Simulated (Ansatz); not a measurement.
Question: Predict a relaxed structure of Si(OMe)2Me2 (C₄H₁₂O₂Si), charge 0, singlet, at B3LYP-D4/def2-SVP (Ansatz).

Answer: 
Cartesian coordinates in Å:
```
C 1.0729 1.2694 -2.1191
C -1.5667 -1.8894 -0.1646
C -0.8556 1.3683 0.8738
C 1.3553 -0.7009 1.5834
O 1.4072 0.7296 -0.8618
O -0.5182 -1.0845 -0.6343
Si 0.3361 0.0711 0.2238
H 0.4817 0.5593 -2.7243
H 2.0021 1.5007 -2.6641
H 0.4927 2.2075 -2.0252
H -1.2400 -2.5724 0.6435
H -1.9437 -2.5100 -0.9939
H -2.4164 -1.2933 0.2219
H -1.5605 0.9415 1.6068
H -1.4514 1.8061 0.0561
H -0.3110 2.1861 1.3734
H 1.9715 0.0576 2.0925
H 2.0296 -1.4675 1.1698
H 0.7143 -1.1792 2.3422
```
 This is one stationary point.
